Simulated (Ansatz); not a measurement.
Ansatz (a first-principles code) input:

Ansatz 0.2 input:
```yaml
crystal:
  periodic: [false, false, false]
  atoms:
    - {symbol: Cd, position_ang: [-0.00000000, -0.00000000, -1.07497705]}
    - {symbol: Br, position_ang: [0.00000000, 0.00000000, 1.47425425]}
basis:
  gaussian:
    orbitals: def2-TZVP
hamiltonian:
  xc: b3lyp
  dispersion: d3bj
magnetization: {spin_polarized: true, initial_magnetization: 1}
phonons: {temperatures: {t_min: 298.15, t_max: 298.15, t_step: 100}}
```

Problem. What final total energy does it print?

Solution. -2742.04222 Eh (B3LYP-D3(BJ)/def2-TZVP). The basis has 88 functions.

The spin state was set by rule; other spins were not relaxed.
